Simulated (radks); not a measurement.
Problem. The mean radii <r> (bohr) of the occupied orbitals of an atom or ion are listed with their occupations. Calculated with a radial shooting solver on a logarithmic mesh with Libxc functionals: scalar-relativistic Kohn-Sham, PBE, spin-polarised, spherical densities, point nucleus.

orbital  occ.      <r>
1s          2  0.02399
2s          2  0.09779

Name the element and its charge. Open shells, if any, are filled with parallel spins first.

Solution. Z = 59, praseodymium, charge +55: Pr55+ in [He] 2s2. The 1s radius gives Z: for a bare nucleus <r> = (2 gamma + 1)/(2Z) with gamma = sqrt(1 - (Z/c)^2), 0.02377 bohr for Z = 59, and screening makes it slightly larger (0.02399 here). The occupations add up to 4, and the charge is Z minus that.
